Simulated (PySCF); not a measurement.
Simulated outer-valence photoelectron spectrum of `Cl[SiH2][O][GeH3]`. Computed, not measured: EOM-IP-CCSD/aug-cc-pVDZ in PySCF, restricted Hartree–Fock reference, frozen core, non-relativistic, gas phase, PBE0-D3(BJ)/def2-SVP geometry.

Each root has a Gaussian of 0.4 eV full width with its one-hole share as area; cross sections and vibrations are left out, and the highest printed point is 100.

(ionisation energy (eV), intensity): (10.3, 0), (10.4, 1), (10.5, 5), (10.6, 15), (10.7, 32), (10.8, 48), (10.9, 51), (11.0, 40), (11.1, 30), (11.2, 33), (11.3, 48), (11.4, 64), (11.5, 74), (11.6, 78), (11.7, 81), (11.8, 81), (11.9, 74), (12.0, 58), (12.1, 36), (12.2, 17), (12.3, 6), (12.4, 2), (12.5, 5), (12.6, 17), (12.7, 43), (12.8, 76), (12.9, 98), (13.0, 91), (13.1, 61), (13.2, 30), (13.3, 10), (13.4, 3), (13.5, 0), (13.6, 0), (13.7, 0), (13.8, 2), (13.9, 8), (14.0, 26), (14.1, 57), (14.2, 89), (14.3, 100), (14.4, 80), (14.5, 45), (14.6, 18), (14.7, 5), (14.8, 1), (14.9, 0)

Question: Where are the maxima, and how many lines lie under the curve?

Answer: 4 maxima, at 10.9, 11.7, 12.9 and 14.3 eV, from 8 lines. At this width some lines have no maximum of their own.

Question: List the lines with their holes.

Answer: 
| E (eV) | leading hole (HF orbital) | area | Koopmans (eV) |
| --- | --- | --- | --- |
| 10.86 | HOMO | 0.95 | 11.89 |
| 11.40 | HOMO-1 | 0.95 | 12.60 |
| 11.68 | HOMO-2 | 0.95 | 12.70 |
| 11.94 | HOMO-3 | 0.95 | 12.80 |
| 12.88 | HOMO-4 | 0.95 | 13.73 |
| 12.97 | HOMO-5 | 0.95 | 13.79 |
| 14.26 | HOMO-6 | 0.94 | 15.66 |
| 14.31 | HOMO-7 | 0.94 | 15.82 |

The widest gap, 1.29 eV, lies between 12.97 and 14.26 eV. Only orbitals with −ε under 21 eV, eight at most, were ionised, so the high end of the curve may lack lines.

The values belong to the conformer `[Cl:1][SiH2:2][O:3][GeH3:4]`: Cl1–Si2–O3–Ge4 15°.
